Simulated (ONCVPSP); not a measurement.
## V (Z = 23): excitation energies, all-electron against ONCV

* Element: vanadium (V)
* Generator: ONCVPSP 4.0.1
* Type: optimised norm-conserving Vanderbilt (ONCV)
* Functional: BLYP
* Relativity: scalar-relativistic
* Frozen core: [Ne]
* Valence charge: 13
* Reference configuration: 3s2 3p6 3d3 4s1 4p1
* Partial waves: 3s+4s: rc 1.65 bohr, ncon 4, nbas 8, qcut 7.1 1/bohr, 2 projectors; 3p+4p: rc 1.65 bohr, ncon 4, nbas 9, qcut 8.4 1/bohr, 3 projectors, debl 3 Ha; 3d: rc 1.30 bohr, ncon 4, nbas 9, qcut 10.2 1/bohr, local
* Local potential: the d channel
* Core correction: Teter function, fcfact 3.75, rcfact 1.25

Energies are relative to the spin-unpolarised reference configuration 3s2 3p6 3d3 4s1 4p1; without spin polarisation the order of configurations can differ from experiment.

| valence configuration | charge | ΔE all-electron (eV) | error AE − PS (meV) |
| --- | --- | --- | --- |
| 3s2 3p6 3d3 4s2 4p0 | 0 | -3.369 | +0.1 |
| 3s2 3p6 3d3 4s1 4p0 | +1 | 4.321 | -0.3 |
| 3s2 3p6 3d3 4s0 4p0 | +2 | 18.769 | -1.2 |
| 3s2 3p6 3d2 4s2 4p1 | 0 | 2.438 | +18 |

Levels in the configuration 3s2 3p6 3d2 4s2 4p1:

| level | all-electron (eV) | pseudo (eV) |
| --- | --- | --- |
| 3s | -76.562 | -76.589 |
| 3p | -50.216 | -50.209 |
| 3d | -10.519 | -10.475 |
| 4s | -6.424 | -6.426 |
| 4p | -2.429 | -2.429 |
